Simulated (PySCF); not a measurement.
¹⁷O chemical shifts

PySCF 2.14.0 with density-fitted response routines calculation with GFN2-xTB geometry and σ from GIAO-PBE0/pcSseg-1; averaged over atoms made equivalent by symmetry, fast rotation or ring inversion, relativity neglected, gas phase, one conformer.

Shieldings were converted by a linear fit to measured shifts: ¹⁷O (scatter 10.7 ppm rms, 12.2 ppm with the 3 outliers that the fit left out vs liquid water, solution or neat liquid). Occasional misses reach two or three times the rms, and more in compound classes unlike the fitted ones.

Question: Give the ¹⁷O shifts of `C=C(C)[C@@]1(CC)CO[SiH2]O1`.

Answer: 
| compound | environment | δ (ppm) |
| --- | --- | --- |
| [CH2:1]=[C:2]([CH3:3])[C@@:4]1([CH2:5][CH3:6])[CH2:7][O:8][SiH2:9][O:10]1 | O10: oxygen bonded to C, Si, in a 5-membered ring | 19.4 |
| [CH2:1]=[C:2]([CH3:3])[C@@:4]1([CH2:5][CH3:6])[CH2:7][O:8][SiH2:9][O:10]1 | O8: oxygen bonded to C, Si, in a 5-membered ring | 0.3 |

Question: Match the shifts 330.0, 78.3, 28.0 ppm to `COc1ccccn1`, `Cl[C@@H]1CCOC1`, `c1nocc1C1CC1`.

Answer: 330.0: c1nocc1C1CC1 (aromatic ring oxygen); 78.3: COc1ccccn1 (ether oxygen); 28.0: Cl[C@@H]1CCOC1 (ether oxygen).
